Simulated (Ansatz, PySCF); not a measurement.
System: sum formula H2BO3, charge 0, multiplicity 2. It need not be the lowest isomer of its formula. 
Geometry from a B3LYP-D3(BJ)/def2-TZVP (Ansatz, an electronic-structure program) optimisation:
```xyz
6

O     -1.2087    -0.7639    -0.0299
B     -0.0439    -0.0278    -0.0011
O     -0.1959     1.3238     0.1329
O      1.1160    -0.7423    -0.1102
H      0.5997     1.8507     0.0223
H      1.9287    -0.2527     0.0402
```
Charge 0, spin multiplicity 2.

Wanted: atomisation energy (electronic, to ground-state atoms), in kcal/mol. Correlated levels leave the core frozen unless marked. Open shells are spin-unrestricted. No spin-orbit coupling. Non-relativistic. The coupled-cluster limit lacks core correlation, which all-electron functionals hold. CBS marks a two-point X^-3 extrapolation of the correlation energy; Hartree-Fock from the larger set. The bracket is a focal-point correction in the basis named.

```
level                                                     program  atomisation energy (kcal/mol)
-------------------------------------------------  --------------  -----------------------------
PBE-D4/def2-TZVPD                                  Ansatz + dftd4                          620.6
revPBE-D3(BJ)/def2-TZVPD                           Ansatz + dftd3                          596.8
revPBE/def2-TZVPD                                          Ansatz                          592.4
r2SCAN-D4/def2-TZVPD                               Ansatz + dftd4                          608.9
B3LYP-D4/def2-TZVPD                                Ansatz + dftd4                          601.6
B3LYP/def2-TZVPD                                           Ansatz                          598.9
PBE0-D4/def2-TZVPD                                 Ansatz + dftd4                          601.1
r2SCANh-D4/def2-TZVPD                              Ansatz + dftd4                          602.0
r2SCANh/def2-TZVPD                                         Ansatz                          601.6
M06-2X/def2-TZVPD                                           PySCF                     (withheld)
CAM-B3LYP-D4/def2-TZVPD                            Ansatz + dftd4                     (withheld)
LC-wPBE-D3(BJ)/def2-TZVPD                          Ansatz + dftd3                          605.1
LC-wPBE/def2-TZVPD                                         Ansatz                          603.7
SCS-MP2/cc-pVDZ                                            Ansatz                          558.6
CCSD/aug-cc-pVDZ                                           Ansatz                          549.6
RI-MP2/CBS(cc-pVTZ,cc-pVQZ)+[CCSD(T)-MP2]/cc-pVTZ          Ansatz                          603.6
```

**Question.** What belongs in the gaps?

**Answer.** 
- M06-2X/def2-TZVPD, atomisation energy (kcal/mol): 609.3
- CAM-B3LYP-D4/def2-TZVPD, atomisation energy (kcal/mol): 607.7
